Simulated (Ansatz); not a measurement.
C3H4F4O (`OC(CF)C(F)(F)F`), relaxed with RKS PBE-D4/def2-SVP in the Gaussian-basis code of Ansatz from a rough embedded geometry. The force threshold is 0.03 eV/Å; the program also tests the step.

Total charge 0; spin multiplicity 1.

Start:

```xyz
12

O     0.826   -1.476   -0.352
C     0.244   -0.180   -0.510
C    -1.212   -0.337   -0.191
F    -1.450   -0.681    1.055
C     0.836    0.923    0.381
F     2.142    1.170    0.026
F     0.153    2.097    0.201
F     0.795    0.622    1.660
H     0.768   -1.713    0.553
H     0.372    0.092   -1.587
H    -1.671   -1.126   -0.853
H    -1.802    0.608   -0.384
```

**Question.** How much energy does the relaxation release, and in how many steps? (An estimate is asked.)

**Answer.** Ansatz gave: 35.95 kJ/mol, in 6 steps.

**Question.** Which bonds change most? (Estimate.)

**Answer.** Ansatz gave: C3–F4 from 1.314 to 1.392 Å; O1–H9 from 0.937 to 0.979 Å; C5–F8 from 1.314 to 1.353 Å; C5–F6 from 1.376 to 1.347 Å.

**Question.** Give the relaxed structure. (Estimate.)

**Answer.** Computed: 
```xyz
12

O     0.910   -1.400   -0.266
C     0.229   -0.193   -0.492
C    -1.267   -0.345   -0.230
F    -1.440   -0.864    1.050
C     0.863    0.939    0.338
F     2.137    1.160   -0.040
F     0.175    2.099    0.180
F     0.869    0.636    1.656
H     0.640   -1.685    0.631
H     0.374    0.092   -1.556
H    -1.690   -1.066   -0.963
H    -1.800    0.626   -0.308
```
